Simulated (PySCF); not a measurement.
C4H7FSi, SMILES [SiH3]/C(=C/C=C)F. Heavy atoms are numbered as in [CH2:1]=[CH:2]/[CH:3]=[C:4](\[F:5])[SiH3:6]. Hydrogens are named by the atom that carries them.

Geometry: ωB97X-D3(BJ)/def2-SVP. The structure was generated by enumeration; whether it is a known compound was not checked. Other conformers were not sampled.

The numbers are results of KT2/pcSseg-1 (PySCF), not measurements.

GIAO shieldings, no solvent; atoms alike by connectivity are averaged. δ = σ(ref) − σ: ¹³C against TMS (σ = 185.1 ppm); ¹⁹F against CFCl3 (σ = 127.1 ppm); ²⁹Si against TMS (σ = 361.9 ppm); ¹H against TMS (σ = 31.47 ppm), references at their B3LYP-D3(BJ)/def2-TZVP geometries, non-relativistic.

```tsv
atoms	nucleus	count	δ (ppm)
C4	¹³C	1	161.6
C2 (CH)	¹³C	1	128.5
C3 (CH)	¹³C	1	127.4
C1 (CH2)	¹³C	1	116.5
F5	¹⁹F	1	?
Si6 (SiH3)	²⁹Si	1	?
H on C2	¹H	1	?
H on C3	¹H	1	5.91
H on C1	¹H	2	?
H on Si6	¹H	3	?
```

Q: What belongs in the gaps? (The exact figures need the calculation; the answer reports its results.)

A: 
- H on C2, δ (ppm): 7.06
- F5, δ (ppm): -129.2
- H on Si6, δ (ppm): 4.50
- H on C1, δ (ppm): 5.46
- Si6 (SiH3), δ (ppm): -78.0
